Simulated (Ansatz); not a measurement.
Spectroscopic constants of ZrTe, closed-shell singlet (lowest of 2S+1 = 1, 3, 5, 7 at CCSD(T)/def2-TZVPP on PBE0 minima; our sources give no spin for the ground state, which may be another). No spin–orbit coupling.

Seven points along R, fitted to fifth degree in 1/R; most abundant isotopes. In def2 and cc sets the state is the lowest found near the PBE0 minimum, followed along R. The singlet is held restricted. HF and MP2 rows in def2 and cc sets belong to the determinant that coupled cluster picked by its CCSD energy.

The values were computed with Ansatz (an electronic-structure program). Values without a source in brackets are computed. In def2 rows elements past Kr take small-core potentials, without spin–orbit coupling.

Energies at HF/def2-TZVPP:

```tsv
R (Å)	E (hartree)
2.312586	-313.46576877
2.374752	-313.47607423
2.431945	-313.48152638
2.496598	-313.48393609
2.561251	-313.48316995
2.635850	-313.47925546
2.722883	-313.47171580
```

With a reduced mass of 53.1328 u, find the minimum, the force constant and the constants.

A fifth-degree polynomial in 1/R puts the minimum at r_e = 2.5112 Å with force constant 312 N/m. Then ω_e = (1/2πc)√(k/μ) = 316 cm⁻¹ and B_e = h/(8π²cμr_e²) = 0.05031 cm⁻¹; the cubic and quartic terms give α_e = 0.00011 and ω_e x_e = 0.54 cm⁻¹.

Doubts at one or more of the structures used: a restricted determinant that unrestricted orbitals would lower (HF/def2-TZVPP).
